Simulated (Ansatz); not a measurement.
Input file for CH6AlNO2 (`N[CH2][Al]([OH])[OH]`):

```yaml
crystal:
  periodic: [false, false, false]
  atoms:
    - {symbol: N, position_ang: [-0.370850, 1.543775, 0.657156]}
    - {symbol: C, position_ang: [-0.826652, 0.180266, 0.365668]}
    - {symbol: Al, position_ang: [0.587217, -0.803543, -0.580257]}
    - {symbol: O, position_ang: [0.541531, -2.465120, -0.903876]}
    - {symbol: O, position_ang: [1.958538, 0.028364, -1.127988]}
    - {symbol: H, position_ang: [0.381714, 1.537293, 1.333082]}
    - {symbol: H, position_ang: [-1.113445, 2.104041, 1.058717]}
    - {symbol: H, position_ang: [-1.228505, -0.367034, 1.232740]}
    - {symbol: H, position_ang: [-1.663353, 0.246418, -0.342857]}
    - {symbol: H, position_ang: [-0.159014, -3.044988, -0.614248]}
    - {symbol: H, position_ang: [1.958318, 0.983428, -1.057739]}
basis:
  gaussian: {orbitals: def2-TZVPP}
correlation: {method: ccsd_t}
```

```sh
$ ansatz run in.yaml --threads 4 --pin off --events-out ev --progress --plain --max-ram 10444MiB
```

Output of Ansatz, abridged:

```
Functional definition: HF
  name "HF"
  cite "Fock, Z. Phys. 61, 126 (1930) doi:10.1007/BF01340294"
  parent pbe
  exchange = exact_x
  correlation = 0
1505 factors; integrals over basis functions are off by at most 8.8e-4 eV
mean field evaluation 1: about -13263.7003 eV, gradient 6.0e1 eV
mean field evaluation 2: about -13263.8620 eV, gradient 6.0e1 eV
mean field evaluation 4: about -13270.4435 eV, gradient 3.8e0 eV
mean field evaluation 8: about -13270.5230 eV, gradient 3.3e-1 eV
mean field evaluation 16: about -13270.5236 eV, gradient 1.8e-6 eV
mean field -13270.52364194 eV, -487.6827487573 hartree, gradient 1.8e-6 eV, S^2 0.000000; 0 other end points of the search recorded, 0 dependent functions left out
9 core orbitals not correlated: weight in the atoms' cores, before any rotation towards them, 1.000 or more for the frozen orbitals, at most 0.000 for the correlated occupied ones
reference -13270.52364194 eV, -487.6827487573 hartree; 15, 15 occupied and 226, 226 virtual orbitals, 1505 factors
second order -25.89476205 eV of doubles, -0.00000000 eV of singles
cycle   1  -25.91834340 eV  change   -2.4e-2 eV  update   1.0e-1
cycle   2  -26.45271784 eV  change   -5.3e-1 eV  update   2.9e-2
cycle   3  -26.58719431 eV  change   -1.3e-1 eV  update   1.5e-2
cycle   4  -26.57507889 eV  change    1.2e-2 eV  update   3.5e-3
cycle   5  -26.57389216 eV  change    1.2e-3 eV  update   1.6e-3
cycle   6  -26.57456618 eV  change   -6.7e-4 eV  update   4.7e-4
cycle   7  -26.57424749 eV  change    3.2e-4 eV  update   1.7e-4
cycle   8  -26.57416588 eV  change    8.2e-5 eV  update   5.6e-5
cycle   9  -26.57417569 eV  change   -9.8e-6 eV  update   2.5e-5
perturbative correction -0.96713251 eV, -0.0355414641 hartree
Total energy: -13298.06495014 eV, -488.6948731655 hartree
```

Run time 2.5 min (4 threads of an Arm Neoverse V1 on a shared host); peak host memory 5.5 GiB.

The correlation energy is -27.541 eV, 3.5 % of it from (T); the T1 diagnostic reads 0.0115.
